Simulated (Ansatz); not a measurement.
Consider the formal exchange of groups at the Nb–N bond: `[NH]=[Nb]([NH2])([F])[Cl]` + `FCCl` → `[NH]=[Nb]([F])([Cl])[Cl]` + `NCF`.

Program: Ansatz. Geometries: PBE0-D4/def2-TZVP. ΔE: electronic, gas phase. CBS: MP2 limit from def2 TZ/QZ plus the TZ coupled-cluster correction, frozen cores. This one scheme is used for every species. def2 core potentials past Kr. For Nb outer-core shells are correlated without core-valence functions, which leaves a few kJ/mol of doubt a bond. Each species was taken in one conformer, which may not be the lowest.

`[NH]=[Nb]([NH2])([F])[Cl]`:

```xyz
8

N     0.747   -0.526    1.400
Nb   -0.533   -0.045    0.333
N     0.396    0.233   -1.357
F    -1.815   -1.408    0.172
Cl   -1.488    1.931    1.069
H     1.395   -0.832    2.111
H     1.384    0.129   -1.526
H    -0.086    0.517   -2.201
```

`FCCl`:

Z-matrix (Å, degrees):
```
C
F 1 1.355
Cl 1 1.766 2 110.5
H 1 1.089 2 109.3 3 -118.4
H 1 1.089 2 109.3 3 118.4
```

`[NH]=[Nb]([F])([Cl])[Cl]`:

Cartesian coordinates in Å:
```
N -0.076 1.298 0.048
Nb -0.044 -0.427 0.042
F -1.385 -1.012 1.187
Cl -0.420 -1.101 -2.110
Cl 2.026 -1.065 0.776
H -0.101 2.307 0.056
```

`NCF`:

Cartesian coordinates in Å:
```
N 0.415 0.506 -0.608
C -0.345 -0.065 0.422
F -0.175 -1.455 0.548
H 1.410 0.402 -0.464
H 0.164 0.154 -1.521
H -0.059 0.364 1.385
H -1.410 0.094 0.239
```

| species | HF/def2-TZVPP energy (Eh) |
| --- | --- |
| `[NH]=[Nb]([NH2])([F])[Cl]` | -726.25047 |
| `FCCl` | -598.03291 |
| `[NH]=[Nb]([F])([Cl])[Cl]` | -1130.15376 |
| `NCF` | -194.16673 |

(1) Work out ΔE.

Largest T1 diagnostic among the species: 0.020, so the coupled-cluster value is less sure than usual.

Answers

(1) ΔE = (-1130.15376) + (-194.16673) − (-726.25047) − (-598.03291) = -0.03711 Eh = -1.01 eV. CCSD(T)/CBS gives -0.89 eV.

At CCSD(T), def2-SVP lies −0.12 eV from the extrapolated value and def2-TZVPP −0.02 eV. From PBE to PBE0 (25 % exact exchange), in def2-TZVPP and without D4, ΔE moves by −0.04 eV.
